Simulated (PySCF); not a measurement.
# Electronic structure of Mn⁺ (manganese, charge +1) at the UHF level

Configuration: [Ar] 3d5 4s1, high-spin 7S determinant. All numbers are calculated (PySCF 2.14, no relativity, point nucleus, in def2-SVP).

```
Total energy                                     : -1149.478460 hartree
One-electron energy                              : -1577.7135 hartree
Hartree (Coulomb) energy                         : 479.1159 hartree
Exchange energy                                  : -50.8808 hartree
Kinetic energy                                   : 1149.15796 hartree
⟨S²⟩                                             : 12.0001
⟨L²⟩                                             : 0.000
Sum of ⟨r⟩                                       : 17.95 bohr
Sum of ⟨r²⟩                                      : 26.24 bohr²
Density at the nucleus (Gaussians lack the cusp) : 9920 bohr⁻³
Spin density at the nucleus                      : 4.38 bohr⁻³
Langevin diamagnetic susceptibility              : -20.8 ×10⁻⁶ cm³/mol
Time after the integrals                         : 0.15 s of wall time on 1 thread of Neoverse-N1 (shared host)
```

| shell | electrons | mean orbital energy (eV) | rms radius, mean of both spins (bohr) |
| --- | --- | --- | --- |
| 1s α | 1 | -6553.1 | 0.0713 |
| 1s β | 1 | -6553.0 | 0.0713 |
| 2s α | 1 | -801.97 | 0.305 |
| 2s β | 1 | -798.20 | 0.305 |
| 2p α | 3 | -685.22 | 0.274 |
| 2p β | 3 | -681.58 | 0.274 |
| 3s α | 1 | -117.52 | 0.925 |
| 3s β | 1 | -106.14 | 0.925 |
| 3p α | 3 | -82.336 | 0.992 |
| 3p β | 3 | -68.747 | 0.992 |
| 3d α | 5 | -25.553 | 1.26 |
| 4s α | 1 | -14.659 | 3.17 |
